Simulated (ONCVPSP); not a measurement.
**What one change does to a pseudopotential (mercury, ONCV)**

ONCVPSP 4.0.1 input, shortened (lines: element, Z, core and valence counts, functional; n l f; lmax; l rc ep ncon nbas qcut; lloc lpopt rc5 dvloc0; l nproj debl; icmod fcfact rcfact), PBE, scalar-relativistic:

```
  Hg 80.00   10    4        4      upf
    1    0    2.00
    2    0    2.00
    2    1    6.00
    3    0    2.00
    3    1    6.00
    3    2   10.00
    4    0    2.00
    4    1    6.00
    4    2   10.00
    4    3   14.00
    5    0    2.00
    5    1    6.00
    5    2   10.00
    6    0    2.00
    2
    0    1.70    0.00    4    9    5.40
    1    1.45    0.00    4    7    8.60
    2    1.45    0.00    4    7    6.90
    2    5    1.45    0.00
    0    2    2.40
    1    3    2.60
    2    0    2.00
    1    0.20    0.00
```

Change: s: ncon 3, nbas 8.

Cutoffs: the cutoffs (Ha) at which the residual kinetic energy of the hardest occupied pseudo-wave falls to 1 and 0.1 mHa per electron; they do not see the model core or the augmentation charge, which bear on the density cutoff. Errors are all-electron minus pseudo energies relative to the spin-unpolarised reference configuration.

**Question.** Predict the effect on cutoff, ghosts and configuration errors.

**Answer.** The potential gets softer (28 Ha and 46 Ha → 28 Ha and 34 Ha); of the 4 tests that both files solve, the error grows in 0 and shrinks in 1 by more than 15 % and 0.3 meV (median size 18.7 → 17.3 meV); neither file shows a bound ghost.

```csv
quantity,base,changed
"cutoff, loose",28 Ha,28 Ha
"cutoff, tight",46 Ha,34 Ha
loose cutoff by channel,"s 9.8 Ha, p 28 Ha, d 21 Ha","s 9.8 Ha, p 28 Ha, d 21 Ha"
bound ghosts,none,none
GHOST(+) flags under 300 eV,none,none
"error for 5s2 5p6 5d10 6s1, meV [ΔE 10.69 eV]",-7.3,-6.3
"error for 5s2 5p6 5d10 6s0, meV [ΔE 29.66 eV]",-30,-28
"error for 5s2 5p6 5d9 6s0, meV [ΔE 65.19 eV]",-33,-31
"error for 5s2 5p6 5d10 6s1.5, meV [ΔE 4.36 eV]",-2.3,-1.8
s: phases at 1.72 bohr within 0.05 rad from the reference energy up to (Ha; the scan ends near 5),to the end of the scan,to the end of the scan
p: phases at 1.47 bohr within 0.05 rad from the reference energy up to (Ha; the scan ends near 5),to the end of the scan,to the end of the scan
d: phases at 1.47 bohr within 0.05 rad from the reference energy up to (Ha; the scan ends near 5),4.4,4.4
"rms error of d²Exc/dni dnj with the model core, mHa",1.88,1.90
```
